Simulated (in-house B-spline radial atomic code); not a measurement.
Checks on a self-consistent run for Ca⁸⁺, [He] 2s1 2p6 3s2 5f1. Computed with a radial B-spline atomic code at the basis-set limit: Dirac-Hartree-Fock, average of configuration, Fermi nucleus of rms radius 3.4776 fm.

```
orbital        q      ε (Eh)     <1/r>        <r²>  small-component weight
  1s1/2        2  -158.95307   19.7552  0.00792027               0.0051153
  2s1/2        1   -24.82524   4.16917    0.149742              0.00090694
  2p1/2        2   -21.44715   4.08901    0.121428              0.00087992
  2p3/2        4   -21.29898   4.04815    0.123048              0.00087287
  3s1/2        2    -7.59169   1.49127     1.04893              0.00025886
  5f5/2  0.42857    -1.64998  0.373488     13.2388              4.6447e-05
  5f7/2  0.57143    -1.64984   0.37342     13.2417              4.6442e-05
```

Electron-electron repulsion V_ee = 149.0648 hartree.

(1) What total energy follows from the eigenvalues?

(2) Does the Dirac virial theorem hold?

(3) What diamagnetic shielding (Lamb formula) and susceptibility (Langevin formula) do the radii give?

Answers

(1) The eigenvalues count the repulsion twice, so E = Σqε - V_ee = -487.655 - 149.065 = -636.720 hartree; the run printed -636.720.

(2) For a point nucleus E = -2c²Σq·w, with w the small-component weight. Here Σq·w = 0.016953 and c = 137.0360, so the ratio E/(-2c²Σq·w) is 1.000003; the finite nucleus accounts for the departure from 1.

(3) σ = (α²/3)Σq<1/r> = 71.4061/(3·137.036²) = 1267.5 ppm, and χ = -0.79199×10⁻⁶·Σq<r²> = -12.86×10⁻⁶ cm³/mol with Σq<r²> = 16.239 bohr². Both are non-relativistic formulas without the paramagnetism of open shells.
